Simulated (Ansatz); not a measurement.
Ge(H)2(vinyl)(NH2) (C2H7GeN), SMILES [GeH2]([CH]=C)[NH2].

Geometry: B3LYP-D3(BJ)/def2-SVP. This is a generated structure with no PubChem entry under its InChIKey; it may be hypothetical. One conformer was computed; it need not be the lowest.

Two levels are set side by side: PBE/def2-SVPD (Ansatz, a quantum-chemistry and plane-wave program) and PBE0/def2-SVPD (Ansatz). Energy differences of separate SCF runs at the same geometry; the states with an electron removed or added have multiplicity 2 and 2. Differences are taken from unrounded values.

```json
[
 {"quantity": "vertical ionisation energy (eV)", "PBE": "8.97"},
 {"quantity": "vertical singlet–triplet gap (eV)", "PBE": "4.23"}
]
```

Problem. These are the PBE values. What does PBE0 give? (Estimate from the structure and the level; the computed values follow.)

Solution. 
```
quantity                           PBE0  PBE minus PBE0
---------------------------------  ----  --------------
vertical ionisation energy (eV)    9.21           -0.24
vertical singlet–triplet gap (eV)  4.14            0.09
```
